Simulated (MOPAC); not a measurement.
Job for MOPAC: PM6 on CH6GeO (a complex), monomers drawn apart or pushed together.

```
PM6 1SCF PRECISE CHARGE=0 THREADS=1
CH6GeO

C      0.39168889 1    -0.27633508 1    -0.19057550 1
O      0.82725571 1     0.51951869 1     0.59446591 1
H     -0.25214035 1    -1.11790492 1     0.12813184 1
H      0.61155921 1    -0.20924052 1    -1.27282901 1
Ge    -0.42874315 1    -0.32843608 1     4.88673101 1
H     -0.99503726 1    -1.30334776 1     3.84074412 1
H     -0.91534789 1     1.09527496 1     4.59385519 1
H      1.10298614 1    -0.38857549 1     4.88322906 1
H     -0.94642306 1    -0.76306284 1     6.27119363 1
```

Output:

```
*******************************************************************************
 **                                                                           **
 **                              MOPAC v23.2.5                                **
 **                                                                           **
 *******************************************************************************
 ** MOPAC's Digital Object Identifier: https://doi.org/10.5281/zenodo.6511958 **
 **                                                                           **
 ** Please cite the open-source release paper for use of this MOPAC version:  **
 ** J. E. Moussa and J. J. P. Stewart (2026)                                  **
 ** MOPAC: An open-source semiempirical molecular orbital program             **
 ** J. Open Source Softw., 11(119), 8025, https://doi.org/10.21105/joss.08025 **
 *******************************************************************************

                              PM6 CALCULATION RESULTS

 *******************************************************************************
 *  PM6        - The PM6 Hamiltonian to be used
 *
 *
 *
 *                 CHARGE ON SYSTEM = 0
 *
 *
 *
 *  PRECISE    - TIGHTER CRITERIA TO BE USED
 *  1SCF       - DO 1 SCF AND THEN STOP
 *  THREADS=1  - MULTI-THREADING NOT USED
 *  T=         - A TIME OF 172800.0 SECONDS REQUESTED
 *  DUMP=N     - RESTART FILE WRITTEN EVERY 7200.0 SECONDS REQUESTED
 *******************************************************************************
PM6 1SCF PRECISE CHARGE=0 THREADS=1
 CH6GeO

   ATOM   CHEMICAL          X               Y               Z
  NUMBER   SYMBOL      (ANGSTROMS)     (ANGSTROMS)     (ANGSTROMS)

     1       C          0.39168889  *  -0.27633508  *  -0.19057550  *
     2       O          0.82725571  *   0.51951869  *   0.59446591  *
     3       H         -0.25214035  *  -1.11790492  *   0.12813184  *
     4       H          0.61155921  *  -0.20924052  *  -1.27282901  *
     5      Ge         -0.42874315  *  -0.32843608  *   4.88673101  *
     6       H         -0.99503726  *  -1.30334776  *   3.84074412  *
     7       H         -0.91534789  *   1.09527496  *   4.59385519  *
     8       H          1.10298614  *  -0.38857549  *   4.88322906  *
     9       H         -0.94642306  *  -0.76306284  *   6.27119363  *



          CARTESIAN COORDINATES

    NO.       ATOM           X           Y           Z

     1         C          0.3917     -0.2763     -0.1906
     2         O          0.8273      0.5195      0.5945
     3         H         -0.2521     -1.1179      0.1281
     4         H          0.6116     -0.2092     -1.2728
     5        Ge         -0.4287     -0.3284      4.8867
     6         H         -0.9950     -1.3033      3.8407
     7         H         -0.9153      1.0953      4.5939
     8         H          1.1030     -0.3886      4.8832
     9         H         -0.9464     -0.7631      6.2712

 General Reference for PM6:
 "Optimization of Parameters for Semiempirical Methods V: Modification of NDDO Approximations
 and Application to 70 Elements", J. J. P. Stewart, J. Mol. Mod., 13, 1173-1213 (2007)
 URL: https://link.springer.com/article/10.1007/s00894-007-0233-4

           Empirical Formula: C H6 O Ge  =     9 atoms



      MOLECULAR POINT GROUP   :   Cs


      RHF CALCULATION, NO. OF DOUBLY OCCUPIED LEVELS = 10


 -------------------------------------------------------------------------------
 PM6 1SCF PRECISE CHARGE=0 THREADS=1
 CH6GeO



     1SCF WAS SPECIFIED, SO BFGS WAS NOT USED
     SCF FIELD WAS ACHIEVED


                              PM6 CALCULATION
                                                       MOPAC v23.2.5 Linux




          FINAL HEAT OF FORMATION =         -3.17836 KCAL/MOL =     -13.29826 KJ/MOL


          COSMO AREA              =        136.61 SQUARE ANGSTROMS
          COSMO VOLUME            =        117.26 CUBIC ANGSTROMS

          IONIZATION POTENTIAL    =         10.204372 EV
          HOMO LUMO ENERGIES (EV) =        -10.204  0.081
          NO. OF FILLED LEVELS    =         10
          MOLECULAR WEIGHT        =        106.6478         POINT GROUP:  Cs

          MOLECULAR DIMENSIONS (Angstroms)

            Atom       Atom       Distance
            H     9    H     4     7.72310
            H     7    H     3     2.54340
            H     8    H     3     2.17352


          SCF CALCULATIONS        =          1





   ATOM   CHEMICAL          X               Y               Z
  NUMBER   SYMBOL      (ANGSTROMS)     (ANGSTROMS)     (ANGSTROMS)

     1       C          0.39168889  *  -0.27633508  *  -0.19057550  *
     2       O          0.82725571  *   0.51951869  *   0.59446591  *
     3       H         -0.25214035  *  -1.11790492  *   0.12813184  *
     4       H          0.61155921  *  -0.20924052  *  -1.27282901  *
     5      Ge         -0.42874315  *  -0.32843608  *   4.88673101  *
     6       H         -0.99503726  *  -1.30334776  *   3.84074412  *
     7       H         -0.91534789  *   1.09527496  *   4.59385519  *
     8       H          1.10298614  *  -0.38857549  *   4.88322906  *
     9       H         -0.94642306  *  -0.76306284  *   6.27119363  *

                             CARTESIAN COORDINATES

   1    C        0.391688890    -0.276335080    -0.190575500
   2    O        0.827255710     0.519518690     0.594465910
   3    H       -0.252140350    -1.117904920     0.128131840
   4    H        0.611559210    -0.209240520    -1.272829010
   5   Ge       -0.428743150    -0.328436080     4.886731010
   6    H       -0.995037260    -1.303347760     3.840744120
   7    H       -0.915347890     1.095274960     4.593855190
   8    H        1.102986140    -0.388575490     4.883229060
   9    H       -0.946423060    -0.763062840     6.271193630


           Empirical Formula: C H6 O Ge  =     9 atoms



      MOLECULAR POINT GROUP   :   Cs


                  EIGENVALUES
 -32.25622 -23.48117 -19.22927 -17.23968 -15.09127 -14.90158 -12.02348 -12.01905
 -11.93909 -10.20437   0.08112   2.41936   2.49111   2.54056   3.74506   4.05269
   4.47140   4.70813


              NET ATOMIC CHARGES AND DIPOLE CONTRIBUTIONS

  ATOM NO.   TYPE          CHARGE      No. of ELECS.   s-Pop       p-Pop
    1          C           0.237722        3.7623     1.14603     2.61625
    2          O          -0.422612        6.4226     1.84677     4.57584
    3          H           0.092043        0.9080     0.90796
    4          H           0.092847        0.9072     0.90715
    5         Ge          -0.566071        4.5661     1.22166     3.34441
    6          H           0.137724        0.8623     0.86228
    7          H           0.146425        0.8536     0.85357
    8          H           0.146235        0.8538     0.85377
    9          H           0.135686        0.8643     0.86431
 DIPOLE           X         Y         Z       TOTAL
 POINT-CHG.    -1.049    -1.927    -1.933     2.924
 HYBRID         0.050     0.097     0.117     0.160
 SUM           -0.999    -1.829    -1.816     2.765


          ATOMIC ORBITAL ELECTRON POPULATIONS

     Atom    s        px        py        pz
    1  C   1.14603   0.77394   0.85727   0.98504
    2  O   1.84677   1.46195   1.46210   1.65179
    3  H   0.90796
    4  H   0.90715
    5 Ge   1.22166   1.11765   1.11609   1.11067
    6  H   0.86228
    7  H   0.85357
    8  H   0.85377
    9  H   0.86431

 **********************
 *                    *
 * JOB ENDED NORMALLY *
 *                    *
 **********************




 == MOPAC DONE ==
```

The run finished.

Cost: around 0.04 core-seconds (rough).
